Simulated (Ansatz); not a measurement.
`[BH2][GaH][F]` + `[CH3][GeH2][SiH2]P` → `[BH2][GaH][GeH2][CH3]` + `F[SiH2]P`  (redistribution)

Gas-phase electronic energies from Ansatz, PBE0-D4/def2-TZVP geometries. CCSD(T)/CBS is the MP2 limit (def2-TZVPP, def2-QZVPP) plus CCSD(T) − MP2 in def2-TZVPP, frozen cores. DFT in def2-TZVPP. For Ga, Ge outer-core shells are correlated without core-valence functions, which leaves a few kJ/mol of doubt a bond. Scalar relativity is left out up to krypton. One conformer a species, not always the lowest.

```json
{"level": "ωB97M-V", "ΔE (kcal/mol)": "-11.1"}
{"level": "PBE0", "ΔE (kcal/mol)": "-10.6"}
```

Question: What does CCSD(T)/CBS give? (Best estimate.)

Answer: The calculation gave: -11.7 kcal/mol. The listed levels differ from it by 0.6, 1.1 kcal/mol.

Largest T1 diagnostic among the species: 0.014.

In def2-TZVPP, CCSD(T) changes the Hartree–Fock value by +1.2 kcal/mol (the triples alone add +0.5 kcal/mol) and MP2 by +1.2 kcal/mol. The D4 term adds +1.1 kcal/mol with B3LYP and +0.7 kcal/mol with PBE0; it sums over pairs of atoms, weighted by their polarisabilities, and B3LYP, whose exchange is more repulsive, gets the larger term.

B3LYP here is the variant with VWN-RPA as its local correlation; programs differ in this.
